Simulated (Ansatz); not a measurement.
Born–Oppenheimer molecular dynamics of a periodic cell of 40 atoms, CF4 (packed as 8 CF4, density as packed 1.61 g/cm³ with natural masses). It goes on from the last frame of an earlier run, with new velocities.

Computed with Ansatz, DFT r2SCAN-D3(BJ), scalar-relativistic, plane waves, PAW. Settings: accuracy low, cutoff 500 eV, k mesh 1x1x1, fermi-dirac smearing 0.05 eV, no spin polarisation.

| Property | Result |
| --- | --- |
| ensemble | NVT, Nosé–Hoover chain |
| time step | 1.5 fs |
| steps asked | 200 |
| set temperature | 400 K |
| thermostat | time constant 5 fs, chain length 1 |
| seed | 519897 |

First frame:

```xyz
40
Lattice="8.9959 0.0000 0.0000 0.0000 8.9959 0.0000 0.0000 0.0000 8.9959" Properties=species:S:1:pos:R:3
C 3.824 8.481 4.155
F 5.047 8.930 3.922
F 3.236 8.370 2.889
F 3.841 7.299 4.732
F 3.251 9.357 4.884
C 7.722 6.265 1.705
F 8.582 7.240 1.342
F 8.283 5.441 2.574
F 6.693 6.870 2.202
F 7.349 5.649 0.616
C 4.509 3.926 3.523
F 5.630 4.274 4.215
F 3.916 3.045 4.296
F 3.635 4.981 3.273
F 4.884 3.368 2.357
C 8.215 1.243 4.405
F 6.942 1.506 4.845
F 8.972 0.945 5.495
F 8.211 0.280 3.543
F 8.599 2.304 3.860
C 3.188 2.741 8.352
F 2.450 3.601 9.083
F 3.210 1.628 8.995
F 2.857 2.713 7.067
F 4.484 3.167 8.322
C 8.412 1.601 8.354
F 7.388 1.821 7.475
F 9.299 2.516 8.177
F 7.938 1.672 9.586
F 8.982 0.394 8.135
C 5.366 7.592 7.986
F 4.869 8.342 8.989
F 5.009 8.130 6.837
F 6.680 7.476 8.046
F 4.760 6.380 8.033
C 1.648 6.355 6.617
F 2.341 7.363 7.107
F 0.812 5.961 7.662
F 0.940 6.792 5.503
F 2.472 5.413 6.138
```

Q: What does the run give?

A: All steps were run.

- steps done: 200
- time covered: 300 fs
- mean temperature over the second half: 401 K
- spread of the potential energy over the second half: 3.5 meV per atom
- mean potential energy of the second half above the start: -6.8 meV per atom

The conserved energy stayed within 0.24 meV per atom of its start (net change -0.097 meV per atom), so the integration is sound. A run of 0.3 ps of so small a system gives no equilibrium averages. Limits of this set-up: coarse k mesh, low accuracy level.

Q: What happens to the structure?

A: Mean squared displacements from the first frame to the last, about the centre of mass: C 0.62 Å², F 1.56 Å². Another seed would give other details.

Q: How do temperature and energy run in time?

A: 
| time (fs) | T (K) | potential energy less start (eV) | conserved less start (meV/atom) |
| --- | --- | --- | --- |
| 0 | 400 | 0.000 | 0.00 |
| 15 | 393 | -0.260 | -0.09 |
| 30 | 358 | -0.093 | -0.01 |
| 45 | 386 | -0.026 | 0.00 |
| 60 | 401 | -0.423 | -0.16 |
| 75 | 427 | -0.164 | -0.06 |
| 90 | 410 | -0.400 | -0.16 |
| 105 | 448 | -0.370 | -0.16 |
| 120 | 368 | -0.276 | -0.07 |
| 135 | 390 | -0.098 | 0.00 |
| 150 | 351 | -0.432 | -0.10 |
| 165 | 408 | 0.064 | 0.04 |
| 180 | 368 | -0.552 | -0.18 |
| 195 | 480 | -0.234 | -0.10 |
| 210 | 407 | -0.373 | -0.21 |
| 225 | 403 | -0.285 | -0.10 |
| 240 | 390 | -0.298 | -0.11 |
| 255 | 406 | -0.152 | -0.06 |
| 270 | 377 | -0.408 | -0.12 |
| 285 | 420 | -0.280 | -0.13 |
| 300 | 420 | -0.266 | -0.10 |

The run took 21 min on 4 threads of Intel(R) Xeon(R) Platinum 8375C CPU @ 2.90GHz (Ice Lake), with other jobs on the host, peak memory 1.4 GiB.
